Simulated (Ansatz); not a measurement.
CH8O2Si2, SMILES `C[Si](O)(O)[SiH3]`, relaxed with RKS PBE0-D4/def2-TZVP in the Gaussian-basis code of Ansatz from a PBE-D4/def2-SVP geometry. The force threshold is 0.005 eV/Å; the program also tests the step.

Total charge 0; spin multiplicity 1.

Start:

```xyz
13

C    -0.348   -1.387    1.134
Si    0.395   -0.225   -0.138
O     0.483   -1.150   -1.548
O     1.908    0.358    0.330
Si   -0.848    1.741   -0.495
H     0.277   -2.298    1.242
H    -1.362   -1.710    0.824
H    -0.423   -0.896    2.125
H     0.794   -0.659   -2.329
H     2.538   -0.329    0.616
H    -0.938    2.584    0.751
H    -2.251    1.397   -0.927
H    -0.225    2.574   -1.586
```

```tsv
step	energy (eV)	largest force (eV/Å)	largest move (Å)
1	-21010.2508	0.903	0.000
2	-21010.3090	0.571	0.033
3	-21010.3234	0.137	0.029
4	-21010.3263	0.138	0.044
5 (rejected)	-21010.3254	0.097	0.032
6	-21010.3275	0.032	0.016
7	-21010.3276	0.002	0.016
8	-21010.3277	0.013	0.012
9	-21010.3277	0.011	0.009
10	-21010.3277	0.004	0.006
```

End:

```xyz
13

C    -0.353   -1.382    1.112
Si    0.392   -0.223   -0.134
O     0.497   -1.119   -1.518
O     1.870    0.335    0.343
Si   -0.850    1.738   -0.486
H     0.272   -2.272    1.229
H    -1.344   -1.711    0.790
H    -0.450   -0.899    2.087
H     0.838   -0.679   -2.298
H     2.528   -0.314    0.602
H    -0.874    2.598    0.728
H    -2.256    1.401   -0.844
H    -0.270    2.527   -1.610
```

Run time 29 s (4 threads of an Intel Xeon Platinum 8488C on a shared host); peak host memory 0.63 GiB.
